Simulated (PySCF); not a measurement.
**Hf(SH)4 at several levels of theory**

Computed with PySCF 2.14.0 (density fitting, no spin-orbit coupling) at the geometry relaxed with PBE0:

```xyz
9
Hf(SH)4 (singlet)
Hf    0.0000    0.0000    0.0000
S     1.3422    1.4820    1.3832
H     1.7792    0.4314    2.1232
S    -1.3422   -1.4820    1.3832
H    -1.7792   -0.4314    2.1232
S     1.4820   -1.3422   -1.3831
H     0.4313   -1.7791   -2.1233
S    -1.4820    1.3422   -1.3831
H    -0.4313    1.7791   -2.1233
```

```json
{"level": "PBE0", "basis": "Hf def2-SVP with ECP60, S def2-SVP, H def2-SVP", "state": "singlet", "HOMO (eV)": "-7.86", "gap (eV)": "5.63", "charge on Hf1 (e)": "0.64", "dipole about the centre of mass (D)": "0.00", "largest force component (eV/Å)": "0.01"}
{"level": "revPBE", "basis": "the same", "state": "singlet", "HOMO (eV)": "-6.61", "gap (eV)": "3.69", "charge on Hf1 (e)": "0.54", "dipole about the centre of mass (D)": "0.00", "largest force component (eV/Å)": "0.42"}
{"level": "B3LYP", "basis": "the same", "state": "singlet", "HOMO (eV)": "-7.53", "gap (eV)": "5.20", "charge on Hf1 (e)": "0.59", "dipole about the centre of mass (D)": "0.00", "largest force component (eV/Å)": "0.19"}
```

Charges are Mulliken's, which hang on the basis. The relaxation used the grid (50, 194), these runs (75, 302) or, all-electron (x2c bases, spin-free X2C Hamiltonian), (99, 590).

(1) What does PBE0 with Hf def2-TZVP with ECP60, S def2-TZVP, H def2-TZVP give here?

## Answers

(1) state singlet, HOMO (eV) -7.87, gap (eV) 5.65, charge on Hf1 (e) 0.95, dipole about the centre of mass (D) 0.00, largest force component (eV/Å) 0.16. Time: 24 s on 2 threads of Arm Neoverse V2, with other jobs on the host, from free ions and atoms.
